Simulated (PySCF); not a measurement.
C6H7F3O.
Cartesian coordinates in Å at the PBE0-D3(BJ)/def2-SVP level; atoms count from 1:
```
atom  x, y, z in Å
C1    -3.1182    0.6104    0.2083
C2    -1.9066    0.2348   -0.1916
O3    -0.8280    0.3014    0.6318
C4     0.2004   -0.5688    0.4568
C5     0.1024   -1.7602   -0.1423
C6     1.4682   -0.0026    1.0166
C7     2.1879    0.9017    0.0406
F8     3.2422    1.4778    0.6249
F9     2.6392    0.2205   -1.0168
F10    1.3969    1.8730   -0.4173
H11   -3.2981    0.9321    1.2360
H12   -3.9440    0.6182   -0.5032
H13   -1.6820   -0.1000   -1.2114
H14    0.9923   -2.3787   -0.2569
H15   -0.8468   -2.1465   -0.5160
H16    1.2356    0.5970    1.9083
H17    2.1662   -0.7990    1.3044
```

Linear response at CAM-B3LYP/def2-SVPD (PySCF, frozen core in the response, non-relativistic). Isolated species at its PBE0-D3(BJ)/def2-SVP geometry (one conformer only).

Static isotropic polarisability: 81.81 au (12.12 Å³), principal values 63.5, 80.3, 101.6 au.

Problem. What is the polarisability at 1064 nm and at the sodium D line?

Solution. 82.60 au at 1064 nm (+1.0 %), 84.53 au at 589.3 nm (+3.3 %). The rise at 589.3 nm is 3.43 times that at 1064 nm; a pure ω² law gives 3.26. The lowest singlet lies at 204 nm, shorter than both wavelengths.

Problem. What is the isotropic C6 coefficient between two such molecules, C6 = (3/π)∫α(iω)² dω?

Solution. 2907 au (Eh·bohr⁶) by a ten-point quadrature over imaginary frequencies, which is 1740 eV·Å⁶ or 168 J·nm⁶/mol.

Problem. Which effective excitation energy ω̄ makes London's formula C6 = (3/4)α²ω̄ exact here?

Solution. ω̄ = 4·C6/(3α²) = 0.579 Eh = 15.8 eV. A one-pole form α(ω) = α/(1 − ω²/ω̄²) fitted to the 1064 nm value gives 11.9 eV.

Problem. What does −C6/R⁶ come to at R = 12 Å between centres?

Solution. -56 J/mol. This is the leading, orientation-averaged term; C8 and higher terms are left out.

Problem. The lowest 6 singlets have (eV, f): 6.08, 0.324; 6.67, 0.082; 6.95, 0.032; 7.24, 0.031; 7.48, 0.040; 7.51, 0.176. What share of the static polarisability do they carry in the sum over states α = Σ f/ω²?

Solution. 11.63 au, 14.2 % of α; the largest term, 6.49 au, is that of the state at 6.08 eV. Their oscillator strengths add up to 0.69. Higher states carry the rest.

Problem. What three-body coefficient follows from the one-pole estimate C9 = (3/4)·α·C6?

Solution. 178000 au. This is an estimate from the two numbers above, not a computed integral.

Problem. How anisotropic is the static polarisability, by Δα² = ½[(α1 − α2)² + (α2 − α3)² + (α3 − α1)²]?

Solution. Δα = 33.1 au, or 0.40 of the isotropic value.

Problem. What n − 1 at the D line would an ideal gas of it have at 273.15 K and 1 atm (2.6868 × 10¹⁹ cm⁻³), by n − 1 = 2π·N·α′?

Solution. 21.15 × 10⁻⁴, a formal value whether or not that pressure can be reached.

On an x86-64 server with one thread, no GPU (shared host), this took 2.1 min of wall time. This is the whole response run at CAM-B3LYP/def2-SVPD, SCF included.
